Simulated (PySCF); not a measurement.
# Relaxation of singlet PbO(OH)₂

All numbers come from PBE0/[Pb def2-SVP with ECP60, O def2-SVP, H def2-SVP], scalar-relativistic core potentials, density fitting, no spin–orbit coupling, PySCF. A (50,194) grid was used.

A hand-made trigonal pyramidal (heavy-atom frame) start, with no symmetry imposed:

```xyz
6
charge 0 multiplicity 1, angstrom
Pb    0.0175   -0.0029   -0.1862
O     1.7128   -0.0029    0.7151
O    -0.8964    1.5799    0.7855
O    -0.8964   -1.5857    0.7855
H    -0.5319    2.4195    1.0753
H    -1.8057   -1.6899    1.0753
```

Q: What does it relax to?

A: It ends at Cs with O–H 0.967 Å, O–H 0.970 Å, Pb–O 1.932 Å, Pb–O 2.064 Å, Pb–O 2.090 Å; H–O–Pb 105.0°, H–O–Pb 110.3°, O–Pb–O 91.2°, O–Pb–O 130.4°, O–Pb–O 138.4° (after a last refinement on a finer grid). The frequency run here used a shortcut that can spoil soft modes, so no verdict on minimum or saddle point is given. Other isomers or separated fragments may lie lower.

Q: How much energy is released, and in how many steps?

A: 154.3 kJ/mol in 18 steps.

No spin–orbit coupling is included, which matters more the heavier the element.
